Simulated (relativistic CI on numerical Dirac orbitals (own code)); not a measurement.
# Slater and spin-orbit integrals, Hf19+

Method of calculation: Dirac-Coulomb-Breit CI, orbitals from a KLI potential per configuration, model QED (radiative potential, 1s self-energy scaled to tabulated hydrogen-like ionisation energies), unscaled Slater integrals (own radial code, finite nucleus).

Slater integrals F^k, G^k are unscaled and averaged over j, outside the closed core [Ar] 3d10 4p6 4d10; ζ comes from projecting the Hamiltonian with its Breit term on Σ l·s of the shell.

- 4s2 4f7: F^2(4f,4f) = 198040, F^4(4f,4f) = 127670, F^6(4f,4f) = 92900, ζ(4f) = 5264.5 cm⁻¹; <r>(4f) = 0.5159, <r^2>(4f) = 0.3104 (bohr units).
- 4s2 4f6 5s: F^2(4f,4f) = 200760, F^4(4f,4f) = 129540, F^6(4f,4f) = 94295, ζ(4f) = 5436.6, G^3(4f,5s) = 32962 cm⁻¹; <r>(4f) = 0.51, <r^2>(4f) = 0.3032, <r>(5s) = 0.9017, <r^2>(5s) = 0.9049 (bohr units).
- 4s2 4f5 5s2: F^2(4f,4f) = 203770, F^4(4f,4f) = 131610, F^6(4f,4f) = 95843, ζ(4f) = 5611.1 cm⁻¹; <r>(4f) = 0.5037, <r^2>(4f) = 0.2954 (bohr units).

Averages of the first 5 configurations, taken without configuration mixing, which lowers the lowest level and can move excited configurations by several eV; other configurations of the list can lie among them:

| Configuration | Parity | States | Average energy above the lowest level (eV) |
| --- | --- | --- | --- |
| 4s2 4f7 | odd | 3432 | 23.4 |
| 4s2 4f6 5s | even | 6006 | 56.9 |
| 4s2 4f5 5s2 | odd | 2002 | 98.3 |
| 4s2 4f6 6s | even | 6006 | 245.3 |
| 4f9 | odd | 2002 | 1103.9 |
